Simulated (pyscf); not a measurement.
H₃C–BiH₂ + H₃C–ZnH -> BiH₃ + H₃C–Zn–CH₃ (four-centre exchange; singlet surface; Bi–C, H–Zn broken, Bi–H, C–Zn formed). Single points on ωB97X-D3(BJ)/def2-SVP structures (PySCF, gas phase). Energies in kcal/mol from the separated reactants.

```csv
level,barrier,reaction energy
ωB97X-D3(BJ)/def2-TZVP,23.1,-2.2
PBE/def2-TZVP,25.4,-4.0
r²SCAN/def2-TZVP,24.1,-3.7
B3LYP-D3(BJ)/def2-TZVP,27.8,-2.8
PBE0-D3(BJ)/def2-TZVP,25.1,-3.7
ωB97M-D3(BJ)/def2-TZVP,29.4,-3.7
```

The functionals in the table span 6.4 kcal/mol in this barrier, from ωB97X-D3(BJ) to ωB97M-D3(BJ)/def2-TZVP. On the reactant side the descent ends in an adduct with a Bi–Zn contact, 6.5 kcal/mol under the separated species and 29.6 kcal/mol under the saddle at ωB97X-D3(BJ)/def2-TZVP. On the product side the descent ends in a complex (not fully relaxed), 5.1 kcal/mol under the separated species and 30.4 kcal/mol under the saddle at ωB97X-D3(BJ)/def2-TZVP. This is the saddle that the search found; another between the same sides may lie lower. Elements up to Kr have no core potential and no relativistic terms here. Elements past Kr carry the def2 core potentials, without spin-orbit coupling.
